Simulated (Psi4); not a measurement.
Intermolecular potential of H4Si ··· Cl2 (SMILES [SiH4] and ClCl). Monomers: optimised at B3LYP-D3(BJ) (def2-TZVP), held rigid. Orientation: a higher rigid-body minimum at GFN2-xTB. Only R, the distance of the centres of mass, is varied, so the lowest point isn't the relaxed dimer.

Geometry at R = 4.65 Å (first 5 atoms: monomer A):
```
7

Si     0.0000     0.0000     0.0000
H      0.6318     0.6582     1.1658
H     -0.6544     1.0213    -0.8486
H     -1.0120    -0.9724     0.4709
H      1.0346    -0.7071    -0.7881
Cl    -0.8553     2.9973     1.9963
Cl    -1.8879     4.6260     2.5752
```

Computed with SAPT0/jun-cc-pVDZ, frozen core (Psi4).

Components in kJ/mol:

```csv
R / Å,electrostatics,exchange,induction,dispersion,total
4.03,-25.77,71.22,-15.57,-15.06,14.82
4.24,-13.08,36.30,-7.72,-10.09,5.42
4.44,-6.84,18.87,-3.97,-6.99,1.08
4.65,-3.47,9.40,-1.98,-4.83,-0.88
4.85,-1.82,4.80,-1.03,-3.46,-1.51
5.08,-0.87,2.20,-0.49,-2.40,-1.56
5.36,-0.36,0.85,-0.20,-1.58,-1.30
5.66,-0.15,0.30,-0.08,-1.05,-0.97
6.17,-0.04,0.05,-0.02,-0.55,-0.56
6.82,-0.01,0.01,-0.01,-0.27,-0.28
7.87,0.00,0.00,0.00,-0.10,-0.10
9.17,0.00,0.00,0.00,-0.04,-0.04
```
